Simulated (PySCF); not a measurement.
Species: C₆H₇ClO₂S₂.
Geometry (GFN2-xTB, Å), atoms numbered from 1 in this order:
```
atom  x, y, z in Å
C1    -1.952   -1.147   -0.903
C2    -0.696   -0.399   -0.598
C3     0.604   -0.917   -0.788
C4     1.566   -0.020   -0.441
S5     3.292   -0.246   -0.461
O6     3.956    1.011   -0.551
O7     3.645   -1.305   -1.347
Cl8    3.621   -0.943    1.429
S9     0.941    1.460    0.143
C10   -0.675    0.878   -0.095
C11   -1.852    1.724    0.233
H12   -1.719   -2.128   -1.306
H13   -2.550   -1.271   -0.002
H14   -2.552   -0.602   -1.630
H15    0.832   -1.895   -1.170
H16   -1.533    2.705    0.574
H17   -2.489    1.844   -0.643
H18   -2.449    1.257    1.015
```

Computed at PBE0/pcSseg-1 (PySCF, non-relativistic), with Q(33S) = −0.0678 b, Q(17O) = −0.0256 b, Q(35Cl) = −0.0817 b: S5, 33S (I = 3/2): χzz = -13.07 MHz, η = 0.434; O6, 17O (I = 5/2): χzz = -7.811 MHz, η = 0.144; Cl8, 35Cl (I = 3/2): χzz = -69.59 MHz, η = 0.039; S9, 33S (I = 3/2): χzz = -30.43 MHz, η = 0.616.

Find the zero-field quadrupole resonance frequencies of 33S at S5.

From ν = (|χ|/2)√(1 + η²/3): ν = 6.737 MHz (sulfonyl sulfur).

Find the zero-field quadrupole resonance frequencies of 17O at O6.

From the eigenvalues of H = χ/[4I(2I − 1)] × [3Iz² − I(I + 1) + η(Ix² − Iy²)], steps between neighbouring levels, labelled as for η = 0: ±1/2↔±3/2 1.198 MHz, ±3/2↔±5/2 2.334 MHz (sulfonyl oxygen).

Where would the pure quadrupole (NQR) lines of 35Cl at Cl8 fall for the rigid, isolated species?

From ν = (|χ|/2)√(1 + η²/3): ν = 34.80 MHz (chlorine bonded to S). For 37Cl the ratio of quadrupole moments, 0.7881, gives 27.43 MHz.

Where would the pure quadrupole (NQR) lines of 33S at S9 fall for the rigid, isolated species?

From ν = (|χ|/2)√(1 + η²/3): ν = 16.15 MHz (thiophene-type sulfur).

Apply the simplest Townes–Dailey estimate (no s hybridisation, no π bonding), ionic character = 1 − χzz/χ0, where χ0 is the coupling for one missing p electron along the bond: −109.74 MHz for 35Cl.

Cl8 on S5: 1 − (-69.59)/(-109.74) = 0.37. In this model a purely covalent bond gives χ0 and a free halide ion gives zero; s hybridisation or π bonding, where present, is counted here as ionic character.

In a crystal, neighbours and librations shift these lines. GFN2-xTB bond lengths can be off by several hundredths of an ångström, more for odd bonds, and the gradients follow them. With a basis this small, the couplings can be 20 % off.

One conformer stands for the species.
